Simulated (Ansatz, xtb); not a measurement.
**Relative energy of two structures of OSeSi**

We compare I, a singlet given by its coordinates, with II, `O=[Si]=[Se]`, a singlet. Both are isolated molecules in the gas phase, relaxed with PBE0-D3(BJ)/pcseg-1.

I (Å):

```yaml
atoms:
  - { symbol: O, position_ang: [-0.2303, -2.0027, 0.5969] }
  - { symbol: Se, position_ang: [1.1985, -1.6229, 1.9350] }
  - { symbol: Si, position_ang: [1.1610, -2.4057, -0.2027] }
```

Close contacts (Å): O1–Se2 1.99, O1–Si3 1.65, Se2–Si3 2.28.

II (Å):

```yaml
atoms:
  - { symbol: O, position_ang: [0.0000, 0.0000, -1.6994] }
  - { symbol: Se, position_ang: [0.0000, 0.0000, 1.8765] }
  - { symbol: Si, position_ang: [0.0000, 0.0000, -0.1772] }
```

**Question.** Estimate E(II) − E(I) at the level CCSD(T)/def2-TZVPP.

**Answer.** Calculated at CCSD(T)/def2-TZVPP: E(II) − E(I) = −27.2 kcal/mol, so structure II lies lower.

How the difference moves with the method:

```tsv
level	geometry	E(II) − E(I) (kcal/mol)	departure from the last row (kcal/mol)	job, with rough time for the two
GFN2-xTB	GFN2-xTB	−53.3	−26.2	optimisation, 0.1 s
HF/STO-3G	GFN2-xTB	+14.7	+41.9	single point, 0.26 s
r2SCAN-D4/def2-SVP	GFN2-xTB	−31.4	−4.3	single point, 1.5 s
PBE0-D3(BJ)/pcseg-1	PBE0-D3(BJ)/pcseg-1	−26.6	+0.6	optimisation, 6.9 s
HF/def2-TZVPP	PBE0-D3(BJ)/pcseg-1	−29.0	−1.9	part of the CCSD(T) run
MP2/def2-TZVPP	PBE0-D3(BJ)/pcseg-1	−32.6	−5.4	part of the CCSD(T) run
CCSD(T)/def2-TZVPP	PBE0-D3(BJ)/pcseg-1	−27.2		single point, 14 s
```

HF/STO-3G puts the two in the other order. The largest departure from CCSD(T)/def2-TZVPP is that of HF/STO-3G, 41.9 kcal/mol.

With harmonic frequencies from PBE0-D3(BJ)/pcseg-1 (ideal gas, rigid rotor, one conformer each, 298.15 K, 1 atm): the zero-point term adds +0.6 kcal/mol; ΔH is −26.4 and ΔG −25.2 kcal/mol.

The correlated steps freeze 15 core orbitals; the filled d shell of Se is correlated, in a basis made for valence electrons. Run with Ansatz 0.2.0, xtb 6.7.1; the last row on 1 thread of Intel(R) Xeon(R) 6975P-C (Granite Rapids) on a shared host.
